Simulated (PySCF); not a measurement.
def2 core potentials replace the inner electrons of Sn.

Delta-SCF ions had no search for a lower state. Excitations are Tamm–Dancoff values on a coarser integration grid. The basis has no diffuse functions, so Rydberg states are missing or too high.

## C$_{8}$H$_{18}$O$_{3}$Sn, SMILES `C[O][Sn]([O]C)([O]C)[CH]1CCCC1` (charge 0, multiplicity 1)

The numbers are results of CAM-B3LYP-D3(BJ)/def2-SVP // PBE0-D3(BJ)/def2-SVP (PySCF), not measurements.

```json
{
  "HOMO": "-8.66 eV",
  "dipole_moment": "1.31 D",
  "LUMO": "0.51 eV",
  "HOMO–LUMO gap": "9.16 eV",
  "S1 excitation (TDA)": "5.72 eV",
  "S1 oscillator strength": "0.027",
  "brightest of the four lowest singlets (TDA)": "6.49 eV",
  "T1 excitation (TDA)": "5.01 eV",
  "S1–T1 gap (TDA)": "0.71 eV",
  "vertical ionisation energy (Delta-SCF)": "9.24 eV",
  "total_energy": "-20544.36 eV",
  "cost": "roughly 18 core-minutes"
}
```

```xyz
30

C     -1.8014     1.4494     2.1058
O     -0.6373     0.9842     1.4802
Sn    -0.6731    -0.2253    -0.0847
O     -2.3188    -1.2884     0.2478
C     -2.9795    -1.9569    -0.7890
O     -1.0393     0.8180    -1.7373
C     -2.0007     1.8337    -1.7550
C      1.2622    -1.1287    -0.2457
C      2.1638    -0.2356    -1.1237
C      2.9123     0.6237    -0.1098
C      3.2298    -0.3687     1.0045
C      1.9432    -1.1953     1.1498
H     -1.5591     1.7318     3.1450
H     -2.6052     0.6918     2.1417
H     -2.2107     2.3488     1.6062
H     -3.9826    -2.2525    -0.4366
H     -2.4569    -2.8830    -1.1011
H     -3.1155    -1.3333    -1.6933
H     -1.7466     2.6748    -1.0813
H     -3.0121     1.4783    -1.4753
H     -2.0690     2.2412    -2.7784
H      1.1028    -2.1218    -0.6891
H      1.6142     0.3483    -1.8776
H      2.8818    -0.8741    -1.6670
H      3.8030     1.1124    -0.5321
H      2.2492     1.4196     0.2744
H      3.5282     0.1125     1.9476
H      4.0657    -1.0159     0.6896
H      1.3098    -0.7540     1.9348
H      2.1419    -2.2349     1.4501
```
Charge 0, spin multiplicity 1.
